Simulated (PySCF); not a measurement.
C3H2F3O, SMILES [CH]=C(O)C(F)(F)F, multiplicity 2.

Coordinates come from a PBE-D3(BJ)/def2-SVP optimisation. The isomer is the one that the SMILES or the coordinates give; other isomers of the formula were not compared. The values are those of a single conformer.

Method: PBE-D3(BJ)/def2-SVP run with PySCF.

Frequencies are harmonic and unscaled.

Computed normal modes with their intensities:
| mode | ν (cm⁻¹) | IR (km/mol) | moving atoms (share of kinetic energy) |
|---|---|---|---|
| 1 | 57 | 0.3 | F 34 %, O 29 %, C 28 %, H 8 % |
| 2 | 227 | 0.1 | F 48 %, O 26 %, C 18 %, H 8 % |
| 3 | 235 | 1.3 | F 66 %, C 19 % |
| 4 | 348 | 8.2 | C 30 %, H 26 %, F 25 %, O 19 % |
| 5 | 406 | 0.7 | F 61 %, O 22 %, C 13 % |
| 6 | 421 | 123.5 | H 82 %, F 8 % |
| 7 | 493 | 32.5 | F 66 %, C 23 %, H 9 % |
| 8 | 549 | 14.5 | H 77 %, C 10 %, F 10 % |
| 9 | 555 | 2.1 | F 63 %, H 15 %, C 15 % |
| 10 | 595 | 19.4 | F 43 %, C 42 %, H 12 % |
| 11 | 671 | 0.6 | C 66 %, F 25 % |
| 12 | 731 | 44.8 | H 45 %, C 28 %, F 19 % |
| 13 | 791 | 4.4 | F 58 %, C 22 %, O 11 %, H 9 % |
| 14 | 1117 | 225.6 | C 47 %, O 32 %, H 14 % |
| 15 | 1157 | 277.6 | C 77 %, F 23 % |
| 16 | 1176 | 348.5 | C 66 %, F 18 %, H 14 % |
| 17 | 1217 | 59.3 | C 55 %, H 29 %, F 12 % |
| 18 | 1343 | 89.0 | C 67 %, H 24 % |
| 19 | 1668 | 73.6 | C 94 % |
| 20 | 3261 | 26.0 | H 90 %, C 10 % |
| 21 | 3680 | 53.3 | H 94 % |
